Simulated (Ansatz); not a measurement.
In₂P⁺. The state is a triplet with charge 1. Geometry r2SCAN-D4/def2-TZVP, that of the neutral doublet; atoms count from 1.

Cartesian coordinates in Å:
```
In 0.1053 -0.3036 -2.2215
In 0.3549 1.0195 1.9680
P -0.4601 -0.7160 0.2535
```

In the def2 sets In takes a core potential; there is no spin–orbit coupling. The structure comes from a short search, and lower isomers may exist.

Question: Estimate the Mulliken populations from the PBE0/def2-TZVP orbitals of Ansatz.

Answer: 
```json
{"atom": "In1", "charge (e)": "0.63", "spin (α − β)": "0.26"}
{"atom": "In2", "charge (e)": "0.63", "spin (α − β)": "0.26"}
{"atom": "P3", "charge (e)": "-0.25", "spin (α − β)": "1.48"}
```
Mulliken values depend strongly on the basis.

Question: Where does the spin sit?

Answer: Summed by element: In 0.52, P 1.48, of 2 unpaired in all. Largest on single atoms: P3 1.48, In2 0.26, In1 0.26.

Question: And the Mayer bond orders between heavy atoms (over 0.3)?

Answer: In1–P3 0.88 (2.57 Å); In2–P3 0.88 (2.57 Å).
